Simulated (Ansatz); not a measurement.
Ba2S2, 4 atoms. Hardware: 4 threads of Arm Neoverse V1 on a shared host.

In the def2 sets Ba takes a core potential; there is no spin–orbit coupling. Correlated methods freeze 10 core orbitals; core or outer-core shells of Ba are correlated, in sets that lack core-valence functions.

(1) How many basis functions does each of these Ansatz runs have, and roughly what does it cost? r2SCAN-D4/def2-TZVPD, charge -1 doublet at the geometry of the charge 0 singlet, energy, from earlier orbitals; BHLYP-D4/def2-TZVP, charge 0 singlet, energy, from earlier orbitals; ωB97M-V/def2-TZVP, charge 0 quintet, energy, from earlier orbitals; PBE0-D4/def2-TZVP, charge 0 unrestricted singlet, energy, from earlier orbitals; r2SCAN-D4/def2-TZVP, charge 1 doublet at the geometry of the charge 0 singlet, energy, from earlier orbitals; B97M-V/def2-TZVP, charge 0 singlet, energy, from earlier orbitals; PBE-QIDH/def2-TZVP, charge 0 quintet, energy, from earlier orbitals; PBE0-D4/def2-TZVP, charge 0 quintet, energy, from earlier orbitals; ωB97M-V/def2-TZVP, charge 0 triplet, energy, from earlier orbitals; B97M-V/def2-TZVP, charge 0 triplet, energy, from earlier orbitals; PBE-QIDH/def2-TZVP, charge 0 singlet, energy, from earlier orbitals; PBE0-D4/def2-SVP, charge 0 singlet, energy, from earlier orbitals.

## Answers

(1) Other jobs shared the machine, so times can vary by a factor of up to 3. A dash marks memory too small to be measured apart from the calling script's.

| run | functions | fitting or Cholesky vectors | wall time | peak host memory (GiB) |
| --- | --- | --- | --- | --- |
| PBE0-D4/def2-SVP, charge 0 singlet, energy, from earlier orbitals | 96 | 948 | 1.8 s | – |
| BHLYP-D4/def2-TZVP, charge 0 singlet, energy, from earlier orbitals | 154 | 1224 | 4 s | – |
| PBE-QIDH/def2-TZVP, charge 0 singlet, energy, from earlier orbitals | 154 | 920 | 5 s | – |
| PBE0-D4/def2-TZVP, charge 0 unrestricted singlet, energy, from earlier orbitals | 154 | 1134 | 7 s | – |
| B97M-V/def2-TZVP, charge 0 singlet, energy, from earlier orbitals | 154 | 1096 | 9.5 s | – |
| r2SCAN-D4/def2-TZVPD, charge -1 doublet at the geometry of the charge 0 singlet, energy, from earlier orbitals | 172 | 1160 | 12 s | – |
| PBE0-D4/def2-TZVP, charge 0 quintet, energy, from earlier orbitals | 154 | 1134 | 13 s | 0.7 |
| PBE-QIDH/def2-TZVP, charge 0 quintet, energy, from earlier orbitals | 154 | 920 | 16 s | – |
| B97M-V/def2-TZVP, charge 0 triplet, energy, from earlier orbitals | 154 | 1096 | 18 s | 0.65 |
| r2SCAN-D4/def2-TZVP, charge 1 doublet at the geometry of the charge 0 singlet, energy, from earlier orbitals | 154 | 1096 | 36 s | – |
| ωB97M-V/def2-TZVP, charge 0 triplet, energy, from earlier orbitals | 154 | 1102 | 65 s | 1.2 |
| ωB97M-V/def2-TZVP, charge 0 quintet, energy, from earlier orbitals | 154 | 1102 | 77 s | 1.2 |
